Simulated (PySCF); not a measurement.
Cd(H)(NH2) (CdH3N), SMILES [NH2][CdH]. Atoms are numbered in the order given.

```xyz
5

Cd     0.3012    -0.0043     0.0000
H      1.9566     0.0407     0.0000
N     -1.7244     0.1083     0.0000
H     -2.1708    -0.2970     0.8145
H     -2.1708    -0.2970    -0.8145
```
Charge 0, spin multiplicity 1.

Geometry: B3LYP-D3(BJ)/def2-TZVP. The def2 effective core potentials stand for the cores of Cd; spin–orbit coupling is left out.

Computed with PBE/def2-TZVPD run with PySCF.

Symmetry labels are those of the subgroup Cs that the program uses (full group Cs).

Computed valence orbital energies around the gap with their symmetry:
```csv
orbital,symmetry,energy (eV)
HOMO−7,A",-12.71
HOMO−6,A",-12.53
HOMO−5,A',-12.53
HOMO−4,A',-12.52
HOMO−3,A",-10.67
HOMO−2,A',-8.30
HOMO−1,A',-7.39
HOMO,A',-5.40
LUMO,A",-1.15
LUMO+1,A',-1.10
LUMO+2,A',-0.78
LUMO+3,A',0.98
```
